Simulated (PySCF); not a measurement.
**Dipole response of Sn (tin, neutral)**

[Kr] 4d10 5s2 5p2, high-spin 3P determinant. Calculation: PySCF 2.14, in aug-cc-pwCVTZ-DK3; scalar relativity by spin-free X2C-1e. Coupled (time-dependent) response in atomic units; α is the mean over directions.

```tsv
method	mean α (bohr³)	α xx, yy, zz	C₆ (like pair)	S(−4)
UHF	57.21	47.10, 62.26, 62.26	640.0	1116
PBE	61.49	47.92, 68.28, 68.28	677.9	1552
PBE0	58.42	46.61, 64.32, 64.32	642.8	1296
```

S(−4) is the Cauchy moment in α(ω) = α(0) + S(−4) ω² + …

Reference α: 53 ± 6 bohr³ (recommended; Schwerdtfeger and Nagle, table of static dipole polarizabilities (2023 update)). Published C₆: 659.0 (Chu and Dalgarno (2004); Tang, Norbeck and Certain (1976)).

Spin-orbit coupling is absent.

α(iu) at UHF:

```csv
u (hartree),α(iu) (bohr³)
0,57.21
0.0500,54.59
0.100,48.31
0.200,34.33
0.300,24.17
0.500,13.46
0.750,7.956
1.00,5.459
1.50,3.243
2.00,2.243
3.00,1.302
5.00,0.6069
```

A single London oscillator, α(iu) = α/(1 + u²/ω²), gives C₆ = (3/4) ω α². Matching the computed C₆ needs ω = 4 × 640.0 / (3 × 57.21²) = 0.261 hartree.

The components differ because the open shell of this determinant is not spherical; for a pure term their mean is the scalar polarisability.
